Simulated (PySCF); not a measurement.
# Two-component Hartree-Fock for Sc (scandium, neutral)

Start: [Ar] 3d1 4s2; 3d3/2 filled at m_j = +3/2. Calculated with PySCF 2.14 in x2c-TZVPall-2c: generalised Hartree-Fock with the X2C-1e Hamiltonian and a Gaussian nucleus; one run each with spin-orbit coupling (SO) switched off, then screened by Boettger's factors.

```
spinor shell  electrons  ε, spin-free (eV)  ε, screened SO (eV)  weight of nominal j (screened SO)  rms radius, screened SO (bohr)
       1s1/2          2            -4539.4              -4539.3                              1.000                          0.0844
       2s1/2          2            -524.06              -524.04                              1.000                           0.370
       2p1/2          2            -426.72              -430.06                              1.000                           0.338
       2p3/2          4            -426.72              -425.05                              1.000                           0.341
       3s1/2          2            -70.498              -70.489                              1.000                            1.15
       3p1/2          2            -42.836              -43.840                              0.846                            1.27
       3d3/2          1             -9.184               -9.202                              0.992                            1.93
       4s1/2          2             -5.763               -5.762                              0.995                            4.22
```

Where does 3p3/2 lie, and what is the 3p spin-orbit splitting (screened SO)?

At -42.325 eV, 1.515 eV above 3p1/2.

| quantity | spin-free | screened SO |
| --- | --- | --- |
| E (hartree) | -763.27292 | -763.27804 |
| M_J | 3/2 | 3/2 |
| ⟨J²⟩ | 3.858 | 3.798 |
| ⟨L²⟩ | 6.040 | 6.040 |
| ⟨S²⟩ | 0.769 | 0.769 |

Each row is a mean over spinors that exchange with the open shell spreads, by up to 3.651 eV (3p1/2).

Rows whose weight is well below 1 are mixtures of j = l ± 1/2: exchange outweighs spin-orbit coupling there, and the label is only the starting occupation.

Without spin-orbit coupling the j labels of p, d and f shells carry no meaning; the spin-free column gives the mean over the occupied spinors of each nl shell, and its ⟨J²⟩ belongs to a mixture of degenerate components.
